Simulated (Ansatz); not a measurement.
A structure relaxed at PBE-D4/def2-SVP in Ansatz, charge 0, singlet:

```xyz
12

Si   -0.9620    2.7171   -1.8146
Si    1.3215   -1.6618    2.4129
Si    1.0655   -2.9229   -0.8408
Si   -2.2757   -1.2368   -0.6120
Si    0.3088    1.2891    1.0052
Si   -0.2129   -1.0736   -1.6794
Te    0.9577    3.4328   -0.0349
Te    0.5185    0.6713    3.4106
Te   -2.1408    1.2748    0.2274
Te    2.0444   -0.5385    0.0622
Te   -0.8443   -2.7308    1.1165
Te    0.2195    0.7793   -3.2529
```

**Question.** Give its formula.

**Answer.** the cluster Si₆Te₆.

**Question.** Summarise the bond lengths by kind (pairs closer than 1.2 times the sum of covalent radii, bridged metal pairs left out).

**Answer.** 16 × Si–Te 2.47 to 2.90 Å; 2 × Si–Si 2.33 to 2.40 Å.

In the def2 sets Te takes a core potential; there is no spin–orbit coupling. The structure comes from a short search, and lower isomers may exist.
